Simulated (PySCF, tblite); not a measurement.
Parent: `[CH2:1]=[CH:2][n:3]1[n:4][c:5]([CH3:6])[c:7]([CH3:8])[n:9]1` with C1–C2–N3–N4 180°, C6H9N3.

The geometries are computed with GFN2-xTB (gas phase). One conformer each, not checked by frequencies here.

```csv
coordinate of the parent,value
C1=C2,1.324 Å
C2–N3,1.382 Å
N3–N4,1.323 Å
N4–C5,1.322 Å
C5–C6,1.482 Å
C5–C7,1.417 Å
C7–C8,1.482 Å
C7–N9,1.322 Å
N3–N9,1.322 Å
C1–C2–N3,123.3°
C2–N3–N4,121.7°
C2–N3–N9,124.1°
N4–N3–N9,114.2°
N3–N4–C5,105.2°
N4–C5–C6,123.8°
N4–C5–C7,107.6°
C6–C5–C7,128.6°
C5–C7–C8,128.5°
C5–C7–N9,107.8°
C8–C7–N9,123.7°
N3–N9–C7,105.2°
```

Q: How does the shared frame change in `[CH2:1]=[CH:2][n:3]1[n:4][c:5]([CH3:6])[c:7]([S:8][CH3:9])[n:10]1` with C1–C2–N3–N4 180°, C5–C7–S8–C9 180°, C6H9N3S? Atoms pair as C1 = C1, C2 = C2, N3 = N3, N4 = N4, C5 = C5, C6 = C6, C7 = C7, N9 = N10 (parent first).

A: 
```csv
parent,relative,value in the relative,change
C1=C2,C1=C2,1.325 Å,+0.001
C2–N3,C2–N3,1.380 Å,-0.002
N3–N4,N3–N4,1.323 Å,0.000
N4–C5,N4–C5,1.318 Å,-0.004
C5–C6,C5–C6,1.480 Å,-0.002
C5–C7,C5–C7,1.420 Å,+0.003
C7–N9,C7–N10,1.323 Å,+0.001
N3–N9,N3–N10,1.326 Å,+0.004
C1–C2–N3,C1–C2–N3,123.3°,0.0
C2–N3–N4,C2–N3–N4,121.9°,+0.2
C2–N3–N9,C2–N3–N10,123.9°,-0.2
N4–N3–N9,N4–N3–N10,114.3°,+0.1
N3–N4–C5,N3–N4–C5,105.8°,+0.6
N4–C5–C6,N4–C5–C6,124.8°,+1.0
N4–C5–C7,N4–C5–C7,106.9°,-0.7
C6–C5–C7,C6–C5–C7,128.3°,-0.3
C5–C7–N9,C5–C7–N10,108.5°,+0.7
N3–N9–C7,N3–N10–C7,104.4°,-0.8
```

Of the parent's bonds, N4–C5, C5–C7 and N3–N9 change most and about equally (-0.004 to +0.004 Å). Bonds of the relative outside the shared frame: C7–S8 1.735, S8–C9 1.814 Å. Point group Cs → Cs.

Q: How does the shared frame change in `[CH2:1]=[CH:2][n:3]1[n:4][c:5]([CH3:6])[c:7]([CH:8]2[CH2:9][CH2:10]2)[n:11]1` with C1–C2–N3–N4 178°, C5–C7–C8–C9 -145°, C8H11N3? Atoms pair as C1 = C1, C2 = C2, N3 = N3, N4 = N4, C5 = C5, C6 = C6, C7 = C7, N9 = N11 (parent first).

A: 
```tsv
parent	relative	value in the relative	change
C1=C2	C1=C2	1.325 Å	+0.001
C2–N3	C2–N3	1.382 Å	0.000
N3–N4	N3–N4	1.322 Å	-0.001
N4–C5	N4–C5	1.321 Å	-0.001
C5–C6	C5–C6	1.483 Å	+0.001
C5–C7	C5–C7	1.420 Å	+0.003
C7–N9	C7–N11	1.325 Å	+0.003
N3–N9	N3–N11	1.321 Å	-0.001
C1–C2–N3	C1–C2–N3	123.3°	0.0
C2–N3–N4	C2–N3–N4	121.7°	0.0
C2–N3–N9	C2–N3–N11	124.0°	-0.1
N4–N3–N9	N4–N3–N11	114.3°	+0.1
N3–N4–C5	N3–N4–C5	105.3°	+0.1
N4–C5–C6	N4–C5–C6	123.2°	-0.6
N4–C5–C7	N4–C5–C7	107.6°	0.0
C6–C5–C7	C6–C5–C7	129.2°	+0.6
C5–C7–N9	C5–C7–N11	107.7°	-0.1
N3–N9–C7	N3–N11–C7	105.1°	-0.1
```

No shared bond changes by more than 0.004 Å. Bonds of the relative outside the shared frame: C7–C8 1.462, C8–C9 1.507, C9–C10 1.491, C8–C10 1.507 Å.
